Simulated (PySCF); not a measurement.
`InChI=1S/C7H10O/c1-6(2)7(3)4-5-8/h4-5H,1H2,2-3H3/b7-4-`

Molfile (atoms numbered from 1):
```
C7H10O
     RDKit          3D

 18 17  0  0  0  0  0  0  0  0999 V2000
   -1.1841    0.5364   -1.1077 C   0  0  0  0  0  0  0  0  0  0  0  0
   -0.7046   -0.0411    0.0043 C   0  0  0  0  0  0  0  0  0  0  0  0
   -1.5787   -0.8468    0.9238 C   0  0  0  0  0  0  0  0  0  0  0  0
    0.7094    0.1483    0.4073 C   0  0  0  0  0  0  0  0  0  0  0  0
    0.9502    0.5958    1.8183 C   0  0  0  0  0  0  0  0  0  0  0  0
    1.7484   -0.0674   -0.4328 C   0  0  0  0  0  0  0  0  0  0  0  0
    1.6672   -0.6604   -1.7723 C   0  0  0  0  0  0  0  0  0  0  0  0
    2.6186   -0.7437   -2.5155 O   0  0  0  0  0  0  0  0  0  0  0  0
   -0.5538    1.1650   -1.7412 H   0  0  0  0  0  0  0  0  0  0  0  0
   -2.2313    0.4142   -1.3991 H   0  0  0  0  0  0  0  0  0  0  0  0
   -1.1318   -1.8321    1.1337 H   0  0  0  0  0  0  0  0  0  0  0  0
   -2.5735   -1.0028    0.4850 H   0  0  0  0  0  0  0  0  0  0  0  0
   -1.7127   -0.3410    1.8939 H   0  0  0  0  0  0  0  0  0  0  0  0
    0.6754   -0.1994    2.5312 H   0  0  0  0  0  0  0  0  0  0  0  0
    2.0066    0.8466    1.9826 H   0  0  0  0  0  0  0  0  0  0  0  0
    0.3320    1.4738    2.0659 H   0  0  0  0  0  0  0  0  0  0  0  0
    2.7689    0.1502   -0.0992 H   0  0  0  0  0  0  0  0  0  0  0  0
    0.6709   -1.0714   -2.0651 H   0  0  0  0  0  0  0  0  0  0  0  0
  1  2  2  0
  2  3  1  0
  2  4  1  0
  4  5  1  0
  4  6  2  0
  6  7  1  0
  7  8  2  0
  1  9  1  0
  1 10  1  0
  3 11  1  0
  3 12  1  0
  3 13  1  0
  5 14  1  0
  5 15  1  0
  5 16  1  0
  6 17  1  0
  7 18  1  0
M  END
```

Theory: TDDFT CAM-B3LYP/aug-cc-pVDZ excited states, vertical, gas phase (PySCF). Geometry: PBE0-D3(BJ)/def2-SVP.

Problem. How strongly do the lowest singlets absorb one photon, and two photons of half the energy?

Solution. δ for parallel linear polarisation; σ at the peak of a Lorentzian of half width 0.1 eV, single beam; Ω is circular over linear.
| state | E (eV) | f | photon λ (nm) | δ (au) | σ (GM) | Ω | main |
| --- | --- | --- | --- | --- | --- | --- | --- |
| S1 | 3.72 | 0.003 | 667 | 2.38 | 0.01 | 0.39 | HOMO→LUMO 0.58, HOMO−1→LUMO 0.26 |
| S2 | 5.20 | 0.246 | 477 | 112 | 1.11 | 0.54 | HOMO−1→LUMO 0.52, HOMO→LUMO 0.37 |
| S3 | 6.05 | 0.075 | 410 | 317 | 4.25 | 0.93 | HOMO−2→LUMO 0.66, HOMO→LUMO+3 0.11 |
| S4 | 6.16 | 0.112 | 402 | 194 | 2.70 | 0.32 | HOMO→LUMO+3 0.31, HOMO→LUMO+5 0.17 |
| S5 | 6.34 | 0.016 | 391 | 99.5 | 1.46 | 0.48 | HOMO→LUMO+1 0.49, HOMO→LUMO+4 0.12 |
| S6 | 6.60 | 0.224 | 376 | 77.5 | 1.24 | 1.01 | HOMO−1→LUMO+3 0.30, HOMO−2→LUMO 0.17 |

Among these, the strongest one-photon state is S2, the strongest two-photon state S3, with a dipole change of 1.5 D (relaxed, norm of the difference vector).
